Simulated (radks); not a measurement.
Neutral praseodymium inside a hard spherical wall (all orbitals vanish at R), configuration held at [Xe] 4f3 6s2 and not refilled when levels cross. All-electron calculation, scalar-relativistic Kohn-Sham, LDA (Slater exchange, Perdew-Wang correlation), spin-polarised, spherical densities, finite nucleus; open shells are filled with parallel spins first (spin-orbit coupling, left out, can overturn this in heavy ions); Fermi nuclear charge, rms radius 4.8919 fm. Program: a radial shooting solver on a logarithmic mesh with Libxc functionals. Eigenvalues in eV for spin up, with the zero of energy where the potential of the charges vanishes at infinity; a dash marks a level that is unbound or too diffuse for the functional's potential to be trusted. A positive occupied level is held by the wall or, in an anion where self-interaction has pushed it up, behind a barrier. The pressure on the wall is -dE/dV.

\begin{tabular}{lrrrrrrrrr}
R (bohr) & E (hartree) & kinetic (hartree) & e(5s) & e(5p) & e(6s) & e(5d, empty) & e(4f) & e(6p, empty) & pressure (GPa) \\ \hline
free & -9230.1858 & 9799.766 & -39.606 & -21.915 & -3.650 & -2.294 & -2.000 & -1.315 & 0 \\
12 & -9230.1852 & 9799.773 & -39.555 & -21.865 & -3.610 & -2.250 & -1.949 & -1.197 & 0.00953 \\
10 & -9230.1818 & 9799.800 & -39.378 & -21.691 & -3.464 & -2.095 & -1.775 & -0.890 & 0.0871 \\
7 & -9230.1254 & 9800.092 & -38.092 & -20.446 & -2.040 & -0.899 & -0.486 & 1.515 & 2.58 \\
5 & -9229.7944 & 9801.396 & -34.992 & -17.519 & 3.740 & 2.613 & 2.818 & 10.015 & 37.1 \\
4 & -9229.0088 & 9804.393 & -30.798 & -13.464 & 14.857 & 8.228 & 7.699 & 24.717 & 208 \\
3.5 & -9227.9504 & 9808.360 & -26.600 & -9.127 & 27.809 & 14.350 & 12.801 & 40.669 & 581 \\
3 & -9225.5730 & 9816.851 & -19.063 & -0.806 & 53.123 & 25.971 & 21.849 & 70.250 & 1850 \\
\end{tabular}
